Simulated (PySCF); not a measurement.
Nb(O)(Cl)2(Me) (CH₃Cl₂NbO), SMILES [CH3][Nb](=[O])([Cl])[Cl], multiplicity 1.

Geometry optimised at PBE0-D3(BJ)/def2-SVP. The spin state was assumed, not searched. The structure was generated by enumeration; whether it is a known compound was not checked. The def2 effective core potentials stand for the cores of Nb; spin–orbit coupling is left out.

Two levels are set side by side: TDDFT-PBE/def2-SVPD (PySCF) and TDDFT-B3LYP/def2-SVPD (PySCF). Vertical, same geometry. The lowest singlet is HOMO→LUMO 99 % with PBE and HOMO→LUMO 98 % with the other functional; states are paired by order. Differences are taken from unrounded values.

```csv
quantity,TDDFT-B3LYP,TDDFT-PBE,TDDFT-PBE minus TDDFT-B3LYP
lowest singlet excitation (eV),4.11,3.94,-0.17
lowest triplet excitation (TDA) (eV),3.76,3.59,-0.17
```

A lower first singlet is the usual sign of a functional without exact exchange. Differences between two approximate levels are no errors against the true value.

Rough cost on one machine, each run with all the roots and properties that it gave: TDDFT-B3LYP against TDDFT-PBE about 3 times.
